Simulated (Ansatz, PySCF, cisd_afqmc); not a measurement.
Species: CF, charge 0, doublet. CF (SMILES [C]F, doublet).
B3LYP-D3(BJ)/def2-TZVP minimum from Ansatz (a program for electronic structure):
```
C
F 1 1.2755
```
Charge 0, spin multiplicity 2.

Atomisation energy term by term, kcal/mol (programs: Ansatz, cisd_afqmc). Radicals and triplets start from unrestricted determinants; spin-orbit coupling is neglected. Cores are frozen in correlated methods. Rows without X2C or -DK are non-relativistic. The Monte Carlo rows (phaseless AFQMC, CISD trial, step 0.005/hartree) carry one-sigma bars that omit the constraint's bias. Outlying blocks are dropped, and bars are widened where a walk drifts. Over all cases where full CI ran beside it in this data, AFQMC minus full CI had a median of +0.1 mEh and passed +0.4 mEh in a tenth of the cases. CBS(X,Y): correlation extrapolated as X^-3, Hartree-Fock from the larger set (Q,5: extrapolated as (X+1)exp(-9√X)). A bracket is a step between two methods taken in the basis named. 'core' is core correlation in cc-pwCVTZ, 'X2C' scalar relativity in cc-pVTZ-DK, both at CCSD(T).

```tsv
term	basis	kcal/mol
Hartree-Fock	CBS(cc-pVQZ,cc-pV5Z)	80.76
CCSD correlation	CBS(cc-pVQZ,cc-pV5Z)	46.41
(T)	CBS(cc-pVQZ,cc-pV5Z)	5.03
CCSDT(Q) - CCSD(T)	cc-pVQZ	0.21
CCSDTQ - CCSDT(Q)	cc-pVDZ	-0.06
core correlation	cc-pwCVTZ	0.37
scalar relativity	X2C, cc-pVTZ-DK	-0.16
minus zero-point energy	Hessian by PySCF at B3LYP-D3(BJ)/def2-TZVP	-1.86
sum: D0		130.7
```

The step beyond CCSD(T) by other levels: CCSDTQ in cc-pVDZ 0.42; AFQMC/CISD in cc-pVDZ 0.01 ± 0.27; CCSDT(Q) in cc-pVDZ 0.48; CCSDT(Q) in cc-pVTZ 0.24 kcal/mol.
